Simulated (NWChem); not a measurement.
System: CF$_{2}$, triplet; SMILES F[C]F

NWChem printed, in part:

```
             Northwest Computational Chemistry Package (NWChem) 7.3.0
             --------------------------------------------------------

 C2V symmetry detected

                             Geometry "geometry" -> ""
                             -------------------------

 Output coordinates in angstroms (scale by  1.889725989 to convert to a.u.)

  No.       Tag          Charge          X              Y              Z
 ---- ---------------- ---------- -------------- -------------- --------------
    1 F                    9.0000     1.13041600     0.00000000    -0.16480000
    2 C                    6.0000     0.00000000     0.00000000     0.49440000
    3 F                    9.0000    -1.13041600     0.00000000    -0.16480000

 Effective nuclear repulsion energy (a.u.)      62.6332329010

      Symmetry information
      --------------------

 Group name             C2v
 Group number             16
 Group order               4
 No. of unique centers     2

                                Z-matrix (autoz)
                                --------

 Units are Angstrom for bonds and degrees for angles

      Type          Name      I     J     K     L     M      Value
      ----------- --------  ----- ----- ----- ----- ----- ----------
    1 Stretch                  1     2                       1.30858
    2 Stretch                  2     3                       1.30858
    3 Bend                     1     2     3               119.50296

                           NWChem Geometry Optimization
                           ----------------------------

 maximum gradient threshold         (gmax) =   0.000450
 rms gradient threshold             (grms) =   0.000300
 maximum cartesian step threshold   (xmax) =   0.001800
 rms cartesian step threshold       (xrms) =   0.001200
 fixed trust radius                (trust) =   0.300000
 source of zmatrix                         =   autoz

          -------------------
          Energy Minimization
          -------------------

 Using diagonal initial Hessian
 Scaling for Hessian diagonals: bonds = 1.00  angles = 0.25  torsions = 0.10

          --------
          Step   0

                                 NWChem DFT Module
                                 -----------------

[...]

      ----------------------
      Optimization converged
      ----------------------

  Step       Energy      Delta E   Gmax     Grms     Xrms     Xmax
  ---- ---------------- -------- -------- -------- -------- --------
@    1    -237.49179449 -4.7D-09  0.00000  0.00000  0.00003  0.00005
                                     ok       ok       ok       ok

                                Z-matrix (autoz)
                                --------

 Units are Angstrom for bonds and degrees for angles

      Type          Name      I     J     K     L     M      Value     Gradient
      ----------- --------  ----- ----- ----- ----- ----- ---------- ----------
    1 Stretch                  1     2                       1.30859    0.00000
    2 Stretch                  2     3                       1.30859    0.00000
    3 Bend                     1     2     3               119.50661    0.00000

                         Geometry "geometry" -> "geometry"
                         ---------------------------------

 Output coordinates in angstroms (scale by  1.889725989 to convert to a.u.)

  No.       Tag          Charge          X              Y              Z
 ---- ---------------- ---------- -------------- -------------- --------------
    1 F                    9.0000     1.13044113     0.00000000    -0.16478881
    2 C                    6.0000     0.00000000     0.00000000     0.49437763
    3 F                    9.0000    -1.13044113     0.00000000    -0.16478881

 Effective nuclear repulsion energy (a.u.)      62.6326510435

      Symmetry information
      --------------------

 Group name             C2v
 Group number             16
 Group order               4
 No. of unique centers     2

[...]

 Rotational Constants
 --------------------
 A=   4.254258 cm-1  (  6.120792 K)
 B=   0.347182 cm-1  (  0.499506 K)
 C=   0.320987 cm-1  (  0.461818 K)

 Temperature                      =   298.15K
 frequency scaling parameter      =   1.0000

 Zero-Point correction to Energy  =    4.368 kcal/mol  (  0.006962 au)
 Thermal correction to Energy     =    6.292 kcal/mol  (  0.010027 au)
 Thermal correction to Enthalpy   =    6.884 kcal/mol  (  0.010971 au)

 Total Entropy                    =   57.676 cal/mol-K
   - Translational                =   37.635 cal/mol-K (mol. weight =  49.9968)
   - Rotational                   =   19.373 cal/mol-K (symmetry #  =        2)
   - Vibrational                  =    0.668 cal/mol-K

 Cv (constant volume heat capacity) =    7.499 cal/mol-K
   - Translational                  =    2.979 cal/mol-K
   - Rotational                     =    2.979 cal/mol-K
   - Vibrational                    =    1.540 cal/mol-K

[normal modes left out]

 ----------------------------------------------------------------------------
 Normal Eigenvalue ||           Projected Infra Red Intensities
  Mode   [cm**-1]  || [atomic units] [(debye/angs)**2] [(KM/mol)] [arbitrary]
 ------ ---------- || -------------- ----------------- ---------- -----------
    1       -0.000 ||    0.000036           0.001         0.035       0.009
    2       -0.000 ||    0.000047           0.001         0.045       0.011
    3        0.000 ||    0.000159           0.004         0.155       0.039
    4        0.000 ||    0.001009           0.023         0.984       0.244
    5        0.000 ||    0.000159           0.004         0.155       0.039
    6        0.000 ||    0.000017           0.000         0.017       0.004
    7      523.653 ||    0.007034           0.162         6.858       1.701
    8     1175.485 ||    0.056497           1.303        55.076      13.660
    9     1358.120 ||    0.307280           7.089       299.552      74.294
 ----------------------------------------------------------------------------
```

Level: PBE0/def2-TZVP, spin-unrestricted. In the optimisation the excess spin sits in a1 and b2 (C2v, its own frame). No stability test was run on the SCF state.

Task: Reconstruct the input file.

Result: Several could match; the one computed here: the input that was run:
```
start job
memory heap 200 mb stack 900 mb global 1100 mb
geometry units angstroms
  F      1.130416     0.000000    -0.163337
  C      0.000000     0.000000     0.495863
  F     -1.130416     0.000000    -0.163337
end
basis spherical
  F library def2-tzvp
  C library def2-tzvp
end
dft
  odft
  mult 3
  xc pbe0
  iterations 150
end
driver
  maxiter 120
end
task dft optimize
task dft freq
```
